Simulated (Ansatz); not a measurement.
Mulliken charges of BH₄InTe (`[InH2][BH][TeH]`) from B3LYP/def2-TZVPP in Ansatz (PBE0-D4/def2-TZVP geometry).

| atom | x (Å) | y (Å) | z (Å) | charge (e) |
| --- | --- | --- | --- | --- |
| In1 | -1.081 | 0.258 | -0.810 | 0.391 |
| B2 | 0.071 | 0.058 | 1.087 | -0.244 |
| Te3 | 2.088 | -0.525 | 1.192 | 0.158 |
| H4 | -1.946 | -1.071 | -1.505 | -0.151 |
| H5 | -1.128 | 1.738 | -1.707 | -0.151 |
| H6 | -0.368 | 0.267 | 2.180 | 0.051 |
| H7 | 2.363 | -0.725 | -0.437 | -0.054 |

Problem. By hand: the dipole of these point charges (1 e Å = 4.8032 D).

Solution. Σ q r = (0.208, -0.044, 0.226) e Å, of length 0.310 e Å = 1.49 D.

Problem. How does the dipole of the full density compare? (An estimate is asked.)

Solution. Computed: (0.143, -0.032, 0.134) e Å, 0.95 D; the point charges give 1.57 times that, at 4° from its direction.

Point charges leave out the atoms' own dipoles, such as those of lone pairs, and Mulliken's split depends on the basis, so the two needn't agree.

B3LYP here is the variant with VWN-RPA as its local correlation; programs differ in this.
